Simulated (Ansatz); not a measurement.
Cl6W, charge -1, doublet, geometry from GFN2-xTB of the parent state (such geometries of metal compounds can be far from the true shape) (the multiplicity is a formal guess) (core potentials on W) (a gas-phase anion, which may not be bound at this level); PBE/def2-SVP (Ansatz, a quantum-chemistry and plane-wave program).

The Ansatz input:
Ansatz 0.2 input:
```yaml
crystal:
  periodic: [false, false, false]
  atoms:
    - {symbol: W, position_ang: [0.00000000, 0.00000000, 0.00000000]}
    - {symbol: Cl, position_ang: [2.10254956, 0.93336534, -0.68471804]}
    - {symbol: Cl, position_ang: [0.64289611, 0.11169313, 2.12638097]}
    - {symbol: Cl, position_ang: [-0.64289611, -0.11169313, -2.12638097]}
    - {symbol: Cl, position_ang: [-2.10254956, -0.93336534, 0.68471804]}
    - {symbol: Cl, position_ang: [-0.85580350, 2.23794308, 0.14119289]}
    - {symbol: Cl, position_ang: [0.85580350, -2.23794308, -0.14119289]}
basis:
  gaussian:
    orbitals: def2-SVP
hamiltonian:
  xc: pbe
total_charge: -1
magnetization: {spin_polarized: true, initial_magnetization: 1}
```

Write the output that Ansatz gives for this input, abridged.


```
Functional definition: PBE
1477 factors; their error is unknown
mean field evaluation 1: about -76914.8579 eV, gradient 2.7e1 eV
mean field evaluation 2: about -76775.7861 eV, gradient 1.6e2 eV
mean field evaluation 4: about -76917.5758 eV, gradient 1.2e1 eV
mean field evaluation 8: about -76918.7340 eV, gradient 9.1e-2 eV
mean field evaluation 16: about -76918.6500 eV, gradient 2.7e-4 eV
mean field evaluation 32: about -76915.3340 eV, gradient 5.7e-2 eV
mean field evaluation 64: about -76918.6401 eV, gradient 2.8e-1 eV
mean field evaluation 96: about -76915.3869 eV, gradient 7.1e-1 eV
mean field evaluation 128: about -76918.5655 eV, gradient 2.7e0 eV
mean field evaluation 160: about -76918.5308 eV, gradient 5.7e-2 eV
mean field -76918.64999114 eV, -2826.7082498407 hartree, gradient 4.9e-6 eV, S^2 0.754539; 14 other end points of the search recorded, 0 dependent functions left out
reference -76918.65006125 eV, -2826.7082524173 hartree; 59, 58 occupied and 81, 82 virtual orbitals, 1477 factors
Total energy: -76918.65006125 eV, -2826.7082524173 hartree
```
